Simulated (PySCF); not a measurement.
C5H7F.

```xyz
13

C      1.7440     0.8157     0.5438
C      0.4755     0.6170     0.2052
C     -0.8772     1.0201     0.7717
C     -1.4456    -0.2933     0.1622
C     -0.1923    -0.3654    -0.7331
F      0.4053    -1.5890    -0.8948
H      2.0199     1.5034     1.3495
H      2.5477     0.2789     0.0303
H     -0.9426     1.1442     1.8628
H     -1.2861     1.9216     0.2869
H     -1.4179    -1.1162     0.8915
H     -2.4276    -0.2618    -0.3311
H     -0.3674     0.0659    -1.7357
```

Geometry optimised at ωB97X-D3(BJ)/def2-SVP. The structure was generated by enumeration; whether it is a known compound was not checked.

Level of theory: KT2/pcSseg-1 in PySCF. Non-relativistic, no solvent.

Computed absolute GIAO shielding of each atom: isotropic value and principal components (ppm):
```csv
atom,σ(iso),σ11,σ22,σ33,span
C1,78.0,-20.0,89.5,164.4,184.4
C2,32.0,-63.9,37.8,122.3,186.2
C3,157.1,147.0,151.4,172.7,25.7
C4,151.9,140.8,143.7,171.3,30.5
C5,91.1,55.8,80.7,136.8,81.0
F6,336.9,289.7,348.0,372.8,83.1
H7,26.0,23.2,25.2,29.7,6.5
H8,25.7,22.8,24.7,29.7,6.9
H9,28.7,25.5,26.4,34.2,8.7
H10,28.9,25.9,26.7,34.0,8.0
H11,29.2,27.2,27.5,32.8,5.6
H12,28.9,25.7,26.5,34.7,9.0
H13,25.8,22.8,26.6,28.1,5.4
```
